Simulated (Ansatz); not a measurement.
`[NH2][AlH][Br]` + dimethylamine → `C[N](C)[AlH][NH2]` + HBr at 500 K and 1 bar (ligand exchange at the Al–Br bond).

Isolated molecules relaxed with PBE0-D4/def2-TZVP in Ansatz; ΔE leaves out vibrations. CCSD(T)/CBS adds triple-zeta CCSD(T) − MP2 to the extrapolated MP2 energy (def2 sets, frozen cores). For Br outer-core shells are correlated without core-valence functions, which leaves a few kJ/mol of doubt a bond. Scalar relativity is left out up to krypton. Each species was taken in one conformer, which may not be the lowest.

| species | CCSD(T)/CBS energy (Eh) | H − E (kJ/mol) | S (J/(mol·K)) |
| --- | --- | --- | --- |
| `[NH2][AlH][Br]` | -2871.94728 | 121.4 | 348.9 |
| `CNC` | -135.00321 | 273.8 | 313.8 |
| `C[N](C)[AlH][NH2]` | -432.99850 | 355.6 | 437.5 |
| HBr | -2573.91920 | 30.5 | 213.7 |

H − E and S are ideal-gas, rigid-rotor, harmonic terms from PBE0-D4/def2-TZVP, for one conformer and one mirror image of each species. 1 Eh = 2625.50 kJ/mol, R = 8.31446 J/(mol·K).

Task: By hand: ΔE, ΔH, ΔS and ΔG.

Result: ΔE = (-432.99850) + (-2573.91920) − (-2871.94728) − (-135.00321) = 0.03279 Eh = 86.1 kJ/mol. Δ(H − E) = 355.6 + 30.5 − 121.4 − 273.8 = -9.1, so ΔH = 77.0 kJ/mol. ΔS = 437.5 + 213.7 − 348.9 − 313.8 = -11.5 J/(mol·K). ΔG = 77.0 − 500 × (-11.5)/1000 = 82.8 kJ/mol.

Task: By hand: the equilibrium constant, and the temperature at which ΔG would vanish if ΔH and ΔS stayed fixed.

Result: log₁₀ K = −ΔG/(RT ln 10) = -8.6. ΔH and −TΔS have one sign here, so there is no such temperature.

The number of gas molecules stays the same, so ΔS is small and ΔH decides. A doubt of 5 kJ/mol in ΔE shifts log₁₀ K by 0.5 here. Other conformers and mirror images would add mixing entropy, several J/(mol·K) or more a flexible species. These are equilibria of isolated gas molecules and say nothing of rates. Largest T1 diagnostic: 0.011 (customary marks: 0.02 for closed shells, 0.045 for open ones).

ΔS is within the doubt of such terms, so its sign, and with it that verdict, could turn.
